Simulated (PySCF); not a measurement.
H$_{3}$Si$_{2}$ (SMILES [Si][SiH3]), doublet, geometry from GFN2-xTB. Base run: DF-TPSS/6-31G** run with PySCF.

The PySCF input:
```python
from pyscf import gto, scf, dft

mol = gto.M(
    atom='''
Si    1.30428247   -0.05685822    0.07372436
Si   -0.96457077    0.04804687   -0.07166066
H    -1.64097373    1.35010463   -0.26644745
H    -1.42237526   -0.40812985    1.26297987
H    -1.69261477   -0.81861577   -1.02542429
''',
    basis='6-31g**',
    spin=1,
    verbose=4,
)

mf = dft.UKS(mol)
mf.xc = 'tpss'
mf = mf.density_fit(auxbasis='def2-universal-jkfit')
mf.kernel()
mf.analyze()
```

Each row names what was changed in the base input (with any setting that the change needs).

| change | basis functions | E (Eh) | HOMO (eV) | dipole (D) | core-seconds (rough) |
|---|---|---|---|---|---|
| base | 51 | -580.69545 | -4.92 | 0.22 | 7 |
| basis = 3-21G | 32 | -577.65286 | -4.94 | 0.15 | 10 |
| basis = pcseg-0 | 32 | -580.01104 | -5.11 | 0.13 | 8 |
| basis = pc-1 | 51 | -580.72668 | -5.00 | 0.36 | 10 |
| basis = cc-pVDZ | 51 | -580.72820 | -4.92 | 0.27 | 10 |
| basis = cc-pV(D+d)Z | 61 | -580.73422 | -4.94 | 0.33 | 20 |
| basis = aug-cc-pVDZ | 81 | -580.73037 | -4.97 | 0.28 | 20 |
| basis = def2-TZVP | 92 | -580.74621 | -4.98 | 0.35 | 20 |
| basis = pcseg-2 | 110 | -580.75709 | -5.00 | 0.31 | 30 |
| basis = cc-pVTZ | 110 | -580.75272 | -4.97 | 0.33 | 20 |
| basis = def2-TZVPD | 113 | -580.74680 | -5.00 | 0.36 | 20 |
| basis = def2-TZVPP | 126 | -580.74712 | -4.99 | 0.35 | 30 |
| basis = aug-cc-pVTZ | 169 | -580.75357 | -4.99 | 0.33 | 40 |

Totals compare only among sets that treat the same electrons; sets with core potentials leave the core out.

Open shells are given as the SCF converged; they aren't shown to be the lowest states, and a large step between rows can be another state.
